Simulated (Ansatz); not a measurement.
Computed with Ansatz on PBE0-D4/def2-TZVP structures; ΔE is electronic, products minus reactants. CCSD(T)/CBS is the MP2 limit (def2-TZVPP, def2-QZVPP) plus CCSD(T) − MP2 in def2-TZVPP, frozen cores. This one scheme is used for every species. Functionals use def2-TZVPP. HSE06 is defined as in plane-wave codes. Elements past krypton have def2 core potentials. For In, Se outer-core shells are correlated without core-valence functions, which leaves a few kJ/mol of doubt a bond. Scalar relativity is left out up to krypton. One conformer a species, not always the lowest.

Consider the ligand exchange at the In–C bond: `S/C=[CH]\[InH2]` + `C[SeH]` → `C[Se][InH2]` + `C=CS`.

`S/C=[CH]\[InH2]`:

```xyz
9

S    -0.318   -1.392   -1.807
C     0.756   -0.150   -1.225
C     0.736    0.549   -0.084
In   -0.661    0.407    1.512
H    -1.154   -1.413   -0.752
H     1.536    0.023   -1.967
H     1.542    1.272    0.019
H    -0.465    1.422    2.889
H    -1.972   -0.717    1.413
```

`C[SeH]`:

Cartesian coordinates in Å:
```
C 0.276 -0.158 -0.444
Se -0.030 0.905 1.160
H 0.354 -1.214 -0.194
H 1.224 0.186 -0.855
H -0.514 0.011 -1.172
H -1.309 0.271 1.503
```

`C[Se][InH2]`:

Z-matrix (Å, degrees):
```
C
Se 1 1.963
H 1 1.088 2 110.8
H 1 1.088 2 108.3 3 -120.4
H 1 1.088 2 108.4 3 120.4
In 2 2.492 1 100.1 3 -0.6
H 6 1.719 2 113.9 1 0.1
H 6 1.712 2 117.1 1 -179.9
```

`C=CS`:

```xyz
7

C    -0.856    0.630    0.415
C     0.212   -0.110    0.147
S     0.613   -0.688   -1.456
H    -1.560    0.932   -0.352
H    -1.052    0.956    1.429
H     0.901   -0.399    0.933
H     1.743   -1.322   -1.116
```

| level | ΔE (kJ/mol) | difference from CCSD(T)/CBS |
| --- | --- | --- |
| LDA (SPW92) | -119.3 | 5.0 |
| B97M-V | -122.7 | 1.6 |
| PBE0-D4 | -125.4 | -1.1 |
| r2SCANh-D4 | -127.6 | -3.3 |
| r2SCAN0-D4 | -128.8 | -4.5 |
| HSE06-D4 | -125.7 | -1.4 |
| ωB97M-V | -122.2 | 2.1 |
| r2SCAN0 | -129.4 | -5.1 |
| HSE06 | -127.2 | -2.9 |
| CAM-B3LYP | -124.9 | -0.6 |
| LC-ωPBE | -120.9 | 3.4 |
| RPA@PBE/def2-TZVPP | -111.9 | 12.4 |
| MP2/def2-TZVPP | -117.7 | 6.6 |
| SCS-MP2/def2-TZVPP | -118.2 | 6.1 |
| MP2/CBS(def2) | -124.2 | 0.1 |
| CCSD/CBS(def2) | -126.6 | -2.3 |
| CCSD(T)/CBS | -124.3 | 0 |

Largest T1 diagnostic among the species: 0.014.

In def2-TZVPP, CCSD(T) changes the Hartree–Fock value by +19.3 kJ/mol (the triples alone add +2.3 kJ/mol) and MP2 by +19.4 kJ/mol. Leaving LDA and LC-ωPBE aside and taking each functional with its dispersion term where it has one, the values, not all of them listed here, spread over 10.0 kJ/mol, from BHLYP-D4 to revPBE-D4. LDA lies +5.1 kJ/mol from PBE without D4. From BLYP to BHLYP (50 % exact exchange), in def2-TZVPP and without D4, ΔE moves by −4.8 kJ/mol.

CCSD(T)/CBS has its own doubt, a few kJ/mol and more with outer-core shells, so smaller differences from it don't rank the levels.
